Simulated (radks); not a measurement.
Results of a calculation; reference values are marked as such.
Ru39+, 5 electrons, occupied as [He] 2s2 2p1. Level of theory: Dirac Kohn-Sham, LB94 model potential, spin-unpolarised, spherical densities, finite nucleus; open shells fill j = l - 1/2 first; Fermi nuclear charge, rms radius 4.4809 fm (a radial shooting solver on a logarithmic mesh with Libxc functionals).

Normalised radial functions P(r) = r R(r) (large component), r in bohr:

r           2s1/2   2p1/2   2p3/2
0.001142   0.2599  0.0100  0.0034
0.001384   0.3082  0.0129  0.0050
0.001676   0.3647  0.0168  0.0072
0.002031   0.4303  0.0220  0.0104
0.002442   0.5026  0.0288  0.0149
0.002958   0.5884  0.0384  0.0215
0.003585   0.6851  0.0514  0.0310
0.004343   0.7926  0.0691  0.0445
0.005263   0.9095  0.0935  0.0637
0.006377   1.0331  0.1267  0.0908
0.007665   1.1536  0.1697  0.1270
0.009287   1.2743  0.2301  0.1791
0.01125    1.3792  0.3113  0.2506
0.01363    1.4537  0.4191  0.3477
0.01652    1.4784  0.5601  0.4771
0.02002    1.4301  0.7412  0.6462
0.02406    1.2915  0.9575  0.8516
0.02916    1.0266  1.2304  1.1148
0.03533    0.6213  1.5480  1.4265
0.0428     0.0731  1.8971  1.7756
0.05186   -0.5945  2.2510  2.1378
0.06284   -1.3235  2.5676  2.4728
0.07614   -2.0197  2.7925  2.7264
0.09153   -2.5452  2.8682  2.8370
0.1109    -2.8322  2.7563  2.7644
0.1344    -2.7780  2.4362  2.4787
0.1628    -2.3918  1.9449  2.0094
0.1973    -1.7826  1.3723  1.4414
0.239     -1.1257  0.8333  0.8914
0.2873    -0.6039  0.4357  0.4752
0.3482    -0.2517  0.1786  0.1993
0.4218    -0.0797  0.0561  0.0643

2s1/2: eigenvalue -5953.2 eV, 1 radial node at r = 0.0438 bohr, <r> = 0.137 bohr, 90 % of the charge inside 0.210 bohr. 2p1/2: eigenvalue -5836.7 eV, 0 radial nodes, <r> = 0.115 bohr, 90 % of the charge inside 0.186 bohr. 2p3/2 (empty): eigenvalue -5680.8 eV, 0 radial nodes, <r> = 0.119 bohr, 90 % of the charge inside 0.191 bohr.
